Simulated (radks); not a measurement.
Results of a calculation; reference values are marked as such.
Neutral copper, [Ar] 3d10 4s1. Level of theory: non-relativistic Kohn-Sham, exchange-only LDA, spin-polarised, spherical densities, point nucleus (a radial shooting solver on a logarithmic mesh with Libxc functionals). Every spin shell is full or empty, so the densities are truly spherical. Functionals are evaluated on that one density, not self-consistently. Rank these orbital-free kinetic functionals by their error against the exact value of the orbitals, and give that value: Thomas-Fermi, von Weizsacker, TF + vW, TF + vW/5, revAPBEK, Thakkar, LKT, DePristo-Kress, Ernzerhof.

Answer. Exact: 1635.24 hartree. From best to worst, with 100 (|E| - |E exact|)/|E exact| (equal figures are ties): revAPBEK +0.17, DePristo-Kress -0.24, Ernzerhof -0.53, Thakkar -0.59, TF + vW/5 +3.51, Thomas-Fermi -6.47, LKT +23.58, TF + vW +43.41, von Weizsacker -50.13.
